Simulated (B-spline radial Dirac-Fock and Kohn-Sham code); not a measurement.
**Dipole and non-dipole photoemission parameters of Ga 2s**

System: neutral gallium, configuration [Ar] 3d10 4s2 4p1; threshold 1299.0 eV (tabulated edge). Model: Dirac-Hartree-Slater photoionisation with a Latter tail; cross sections with all multipoles, angular parameters from the dipole term and its interference with E2. Program: a radial atomic solver.

For linearly polarised light dσ/dΩ = σ/(4π) [1 + β P₂(cos θ) + (δ + γ cos²θ) sin θ cos φ], with θ from the polarisation vector and φ the angle between the beam and the projection of the electron momentum on the plane normal to the polarisation.

```tsv
hν (eV)	σ (kb)	β	γ
1486.9	83.9	1.999	0.531
2000	51.9	1.999	0.001
2450	36.3	1.999	-0.068
3250	?	?	?
3760	15.9	1.999	0.111
3870	15.0	1.999	0.133
4310	12.0	1.999	0.225
5414.7	7.39	1.999	0.454
7760	3.29	1.999	0.897
8010	3.06	1.999	0.940
8330	2.79	1.999	0.995
11500	1.29	1.998	1.477
12000	1.16	1.998	1.546
13100	0.931	1.998	1.691
```

Q: Give the values at 3250 eV.

A: σ = 21.3 kb, β = 1.999, γ = 0.015. For an s subshell δ is negligible.

Values without a named source are computed, but for edge energies of neutral atoms, which are taken from tables.
